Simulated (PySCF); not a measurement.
**ECD: `C(/C(=C)F)(F)=C/Br`, C₄H₃BrF₂**

Molfile (atoms numbered from 1):
```
C4H3BrF2
     RDKit          3D

 10  9  0  0  0  0  0  0  0  0999 V2000
   -1.8039    0.5780    0.1709 C   0  0  0  0  0  0  0  0  0  0  0  0
   -0.7430   -0.2110   -0.0105 C   0  0  0  0  0  0  0  0  0  0  0  0
   -0.8900   -1.5089   -0.2515 F   0  0  0  0  0  0  0  0  0  0  0  0
    0.6431    0.2505    0.0337 C   0  0  0  0  0  0  0  0  0  0  0  0
    0.7337    1.5560    0.3091 F   0  0  0  0  0  0  0  0  0  0  0  0
    1.7966   -0.4077   -0.1536 C   0  0  0  0  0  0  0  0  0  0  0  0
    2.0307   -2.2073   -0.5551 Br  0  0  0  0  0  0  0  0  0  0  0  0
   -2.8088    0.1573    0.1226 H   0  0  0  0  0  0  0  0  0  0  0  0
   -1.6674    1.6397    0.3662 H   0  0  0  0  0  0  0  0  0  0  0  0
    2.7241    0.1614   -0.0675 H   0  0  0  0  0  0  0  0  0  0  0  0
  1  2  2  0
  2  3  1  0
  2  4  1  0
  4  5  1  0
  4  6  2  0
  6  7  1  0
  1  8  1  0
  1  9  1  0
  6 10  1  0
M  END
```

Computed with TDDFT BHandHLYP/def2-SVPD circular dichroism and optical rotation, one conformer, gas phase (PySCF). Geometry: PBE0-D3(BJ)/def2-SVP.

The calculation is non-relativistic, which matters for the atoms heavier than Zn. States above about 8.0 eV (minus the energy of the highest occupied orbital) lie near or above the ionisation threshold and depend on the basis. No stereocentre is labelled: unless the shape is locked (an allene, a helicene, a hindered biaryl), the mirror image is equally populated and a measured rotation or CD is zero.

Question: Which excitations and rotatory strengths does the calculation give?

Answer: Rotatory strengths R in 10⁻⁴⁰ esu² cm², velocity form and length form (origin at the centre of mass); f in length form.
| state | E (eV) | λ (nm) | f | R (velocity) | R (length) | main |
| --- | --- | --- | --- | --- | --- | --- |
| 1 | 5.42 | 229 | 0.691 | -1.2 | -1.3 | HOMO→LUMO 0.98 |
| 2 | 5.70 | 218 | 0.001 | -0.2 | 0.0 | HOMO→LUMO+1 0.82 |
| 3 | 6.37 | 195 | 0.000 | +0.1 | +0.1 | HOMO−1→LUMO 0.96 |
| 4 | 6.85 | 181 | 0.004 | -0.2 | -0.2 | HOMO−1→LUMO+1 0.85, HOMO−1→LUMO+7 0.08 |
| 5 | 6.88 | 180 | 0.016 | -3.8 | -4.0 | HOMO→LUMO+2 0.89 |
| 6 | 6.91 | 180 | 0.068 | +5.7 | +5.8 | HOMO−2→LUMO 0.95 |
| 7 | 7.29 | 170 | 0.008 | +2.0 | +1.8 | HOMO→LUMO+3 0.81 |
| 8 | 7.81 | 159 | 0.003 | -0.7 | -0.8 | HOMO→LUMO+4 0.34, HOMO−2→LUMO+1 0.20 |
| 9 | 8.01 | 155 | 0.0007 | -0.7 | -0.9 | HOMO→LUMO+4 0.35, HOMO→LUMO+6 0.28 |
| 10 | 8.14 | 152 | 0.022 | -9.3 | -9.5 | HOMO→LUMO+5 0.45, HOMO−3→LUMO 0.31 |
| 11 | 8.17 | 152 | 0.003 | +10.5 | +10.3 | HOMO−2→LUMO+1 0.26, HOMO→LUMO+4 0.12 |
| 12 | 8.22 | 151 | 0.020 | +1.7 | +1.6 | HOMO−3→LUMO 0.43, HOMO→LUMO+5 0.41 |

Among the states computed, the strongest CD band (largest |R|) is state 11. The largest dissymmetry factor in size, g = 4R/(D+G), with D and G the electric and magnetic dipole strengths, is +0.038 for state 11 (velocity form, f = 0.003), among bands with |R| over 0.5. The mirror image has the same energies and oscillator strengths and all R with the opposite sign.
